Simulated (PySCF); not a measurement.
Hf(Me)2(H)2 (C2H8Hf), SMILES [CH3][HfH2][CH3], multiplicity 1.

Geometry: r2SCAN-D4/def2-SVP. The multiplicity is an assumed one; no other spin state was optimised. The structure was generated by enumeration; whether it is a known compound was not checked. The def2 effective core potentials stand for the cores of Hf; spin–orbit coupling is left out.

Two levels are set side by side: TDA-PBE/def2-SVPD (PySCF) and TDA-CAM-B3LYP/def2-SVPD (PySCF). Vertical, same geometry. The lowest singlet is HOMO−1→LUMO 91 % with PBE and HOMO−2→LUMO 86 % with the other functional; states are paired by order. Differences are taken from unrounded values.

```
quantity                              TDA-PBE
------------------------------------  -------
lowest singlet excitation (eV)           4.32
lowest triplet excitation (TDA) (eV)     3.97
```

**Question.** These are the TDA-PBE values. What does TDA-CAM-B3LYP give? (An estimate is asked for; the answer gives what the named calculation found.)

**Answer.** 
| quantity | TDA-CAM-B3LYP | TDA-PBE minus TDA-CAM-B3LYP |
|---|---|---|
| lowest singlet excitation (eV) | 4.78 | -0.47 |
| lowest triplet excitation (TDA) (eV) | 4.36 | -0.39 |

A lower first singlet is the usual sign of a functional without exact exchange. Differences between two approximate levels are no errors against the true value.

Rough cost on one machine, each run with all the roots and properties that it gave: TDA-CAM-B3LYP against TDA-PBE about 4 times.
